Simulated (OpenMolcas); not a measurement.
Au6+ among 6 point charges of -0.85 e arranged as an octahedron (Oh), 1.92 Å from the ion.

| Quantity | Value |
| --- | --- |
| Program | OpenMolcas |
| Method | CASSCF |
| Basis | ANO-RCC-VDZP [7s6p4d2f] |
| Scalar Hamiltonian | DKH2, point nucleus |
| Active space | 5 electrons in 5 orbitals (5d) |
| State averaging | 2S+1 = 6 even, 1 root; 2S+1 = 4 even, 24 roots; 2S+1 = 2 even, 75 roots |
| Spin-orbit coupling | state interaction with AMFI integrals over the reference wave functions |

(1) What is the spin-free ground state (labels of O, the rotations of Oh)?

(2) What are the lowest two levels with spin-orbit coupling?

(3) What is χT at 300 K?

(4) Which ligand-field parameters describe the states?

Results:

(1) 6A1, 1-fold in its orbital part, 100 % from free-ion S terms; it has the highest spin that d5 allows.

(2) A 2-fold level Γ7 with g = 3.16, 3.16, 3.16, then a 4-fold level Γ8 110.6 cm-1 above it. Their leading multiplicities are 6 (78 %) and 6 (79 %).

(3) 3.91 cm3 K/mol.

(4) A least-squares ligand-field fit to the states below 45000 cm-1, each weighted by its degeneracy and with a free common offset, gives 10Dq = 2941 cm-1, B = 1036 cm-1 and C = 4342 cm-1 (C/B = 4.19), with an rms deviation of 19 cm-1. 

Without dynamic correlation the repulsion within the d shell is too large (B by tens of per cent), so at a given field states of lower spin stand too high. Point charges give a weaker field than real ligands, and real ions of this kind are as a rule low spin; the high spin found here belongs to the model. This field is weak: 10Dq is about 2941 cm-1, while octahedral complexes of 5d ions of charge 3 and more, computed by the same method with explicit ligands, had a median near 35000 cm-1. Ground spin and moment need not be those of a real site. Point charges carry no covalency, so the field is a model and not that of real ligands. No measured value stands beside these numbers.
